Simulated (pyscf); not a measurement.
Cl–BH–Cl, singlet

Gas-phase minimum from PySCF at ωB97X-D3(BJ)/def2-SVP, one conformer. 

SMILES: ClBCl
```xyz
4

Cl     1.1467     1.8403    -0.7217
B      0.2308     0.4148    -0.3218
Cl     0.2209    -0.1876     1.3116
H     -0.3965    -0.1519    -1.1727
```

Bond lengths (Å): Cl1–B2 1.741, B2–Cl3 1.741, B2–H4 1.200. Bond angles (°): Cl1–B2–Cl3 120.1, Cl1–B2–H4 119.9, Cl3–B2–H4 119.9.

Properties at ωB97X-D3(BJ)/def2-SVP:

```
Item                                                                                                                                                 Value
---------------------------------------------------------------------------------------------------------------------  -----------------------------------
Harmonic wavenumbers, unscaled                                                                                         296, 765, 799, 928, 1129, 2718 cm⁻¹
Zero-point energy                                                                                                                             9.5 kcal/mol
Rotational symmetry number                                                                                                                               2
Entropy of this conformer at 298 K and 1 atm, rigid rotor and harmonic oscillator, modes under 100 cm⁻¹ raised to 100                      267.7 J/(mol K)
Dipole moment                                                                                                                                       0.47 D
```

Single-point totals, which compare only within one level (frozen core for MP2 and CC):

```json
[
 {"level": "ωB97X-D3(BJ)/def2-TZVP", "total energy (hartree)": "-945.98922"},
 {"level": "PBE/def2-TZVP", "total energy (hartree)": "-945.53882"},
 {"level": "r²SCAN/def2-TZVP", "total energy (hartree)": "-945.87983"},
 {"level": "B3LYP-D3(BJ)/def2-TZVP", "total energy (hartree)": "-945.99777"},
 {"level": "PBE0-D3(BJ)/def2-TZVP", "total energy (hartree)": "-945.62162"},
 {"level": "M06-2X/def2-TZVP", "total energy (hartree)": "-945.91782"},
 {"level": "ωB97M-D3(BJ)/def2-TZVP", "total energy (hartree)": "-946.06929"},
 {"level": "HF/def2-TZVPP", "total energy (hartree)": "-944.37503"},
 {"level": "MP2/def2-TZVPP", "total energy (hartree)": "-944.85217"},
 {"level": "CCSD/def2-TZVPP", "total energy (hartree)": "-944.89010"},
 {"level": "CCSD(T)/def2-TZVPP", "total energy (hartree)": "-944.91263"}
]
```

The CCSD(T) − MP2 part came from Ansatz, without density fitting, on the same reference.
